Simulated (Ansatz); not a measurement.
# InCl (SMILES [Cl][In]): the energy, rung by rung

InCl: 2 atoms, total charge 0, spin state singlet. SMILES: `[Cl][In]`. The shape is that of a PBE0-D4/def2-TZVP optimisation.

```csv
atom,x (Å),y (Å),z (Å)
Cl,0.0000,0.0000,-0.0139
In,0.0000,0.0000,2.3996
```

Each level gives the energy change with the Cl1–In2 bond stretched from 2.414 to 4.771 Å (eV). The values are calculated.

```
                      level                    kind  program  value (eV)  less FCI/STO-3G  CPU time (all runs)
     HF/STO-3G (restricted)            Hartree–Fock   Ansatz        5.31            -0.01                0.7 s
  SVWN5/STO-3G (restricted)                     LDA   Ansatz        5.02            -0.30                1.9 s
 revPBE/STO-3G (restricted)                     GGA   Ansatz        4.55            -0.77                3.3 s
  BHLYP/STO-3G (restricted)           global hybrid   Ansatz        5.28            -0.04                2.2 s
  HSE06/STO-3G (restricted)  range-separated hybrid   Ansatz        5.04            -0.28                3.4 s
 B2PLYP/STO-3G (restricted)           double hybrid   Ansatz        4.97            -0.35                3.2 s
RPA@PBE/STO-3G (restricted)                     RPA   Ansatz        3.33            -1.99                5.4 s
    MP2/STO-3G (restricted)     perturbation theory   Ansatz        5.35            +0.03               0.87 s
CCSD(T)/STO-3G (restricted)   coupled cluster or CI   Ansatz        5.31            -0.01                  1 s
                 FCI/STO-3G      exact in the basis   Ansatz        5.32             0.00                1.5 s
```

FCI/STO-3G is exact within its basis and frozen core, so for wave-function methods in that basis the difference is their error; functionals converge differently with the basis, so for them it is only a difference. All-electron rows without a relativistic Hamiltonian named are non-relativistic. The first shape isn't each level's own minimum. The values span 3.33 to 5.35 eV. All rows use very small basis sets, so none should be taken for the real molecule's value. In the correlated wave-function rows the outer d shell of In is correlated, in sets not made for it. In so small a basis fixed costs decide the times, and correlated methods can beat functionals. CPU times are rough (shared hosts, several kinds of processor and program).
